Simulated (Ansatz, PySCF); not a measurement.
This PySCF input computes a B3LYP/def2-TZVPD energy:

```python
from pyscf import gto, scf, dft

mol = gto.M(
    atom='''
    C    -1.55364481    0.18472806    0.20260344
    C    -0.56172745   -0.90153453    0.47540713
    C     0.63354278   -0.01948338    0.28346519
    C    -0.35075671    1.10833889   -0.15840770
    N     1.59255528   -0.45090616   -0.73633612
    H    -2.13461923    0.51483596    1.07201779
    H    -2.26729897   -0.00367737   -0.60641601
    H    -0.66023377   -1.95093463    0.72069776
    H     1.12519854    0.22873018    1.23999417
    H    -0.28278436    2.04227357    0.39805782
    H    -0.26766294    1.30853319   -1.22479499
    H     1.93548781   -1.38069350   -0.51955801
    H     2.39954323    0.16498167   -0.74405393
    ''',
    basis='def2-tzvpd',
    charge=0,
    spin=1,
    verbose=4,
)

mf = dft.UKS(mol, xc='b3lyp').density_fit(auxbasis='def2-universal-jkfit')
mf.grids.level = 3
mf.conv_tol = 1e-9
mf.max_cycle = 100
mf.max_memory = 1500
mf.kernel()
if not mf.converged:
    mf = mf.newton()
    mf.kernel(mf.make_rdm1())
for _ in range(2):
    mo, _, stable, _ = mf.stability(return_status=True)
    if stable:
        break
    mf.kernel(mf.make_rdm1(mo, mf.mo_occ))
mf.analyze()
```

Q: Write an input for the same energy in Ansatz (a program for electronic structure) and say what it gives.

A: 
Ansatz 0.2 input:
```yaml
crystal:
  periodic: [false, false, false]
  atoms:
    - {symbol: C, position_ang: [-1.55364481, 0.18472806, 0.20260344]}
    - {symbol: C, position_ang: [-0.56172745, -0.90153453, 0.47540713]}
    - {symbol: C, position_ang: [0.63354278, -0.01948338, 0.28346519]}
    - {symbol: C, position_ang: [-0.35075671, 1.10833889, -0.15840770]}
    - {symbol: N, position_ang: [1.59255528, -0.45090616, -0.73633612]}
    - {symbol: H, position_ang: [-2.13461923, 0.51483596, 1.07201779]}
    - {symbol: H, position_ang: [-2.26729897, -0.00367737, -0.60641601]}
    - {symbol: H, position_ang: [-0.66023377, -1.95093463, 0.72069776]}
    - {symbol: H, position_ang: [1.12519854, 0.22873018, 1.23999417]}
    - {symbol: H, position_ang: [-0.28278436, 2.04227357, 0.39805782]}
    - {symbol: H, position_ang: [-0.26766294, 1.30853319, -1.22479499]}
    - {symbol: H, position_ang: [1.93548781, -1.38069350, -0.51955801]}
    - {symbol: H, position_ang: [2.39954323, 0.16498167, -0.74405393]}
basis:
  gaussian:
    orbitals: def2-TZVPD
hamiltonian:
  xc: {name: B3LYP}
magnetization: {spin_polarized: true, initial_magnetization: 1}
output: {forces: true}
```
It gives -211.97777 Eh, and PySCF -211.97788 Eh, a difference of 0.11 mEh, from the treatment of integrals and grids.

It need not be the lowest isomer of its formula.
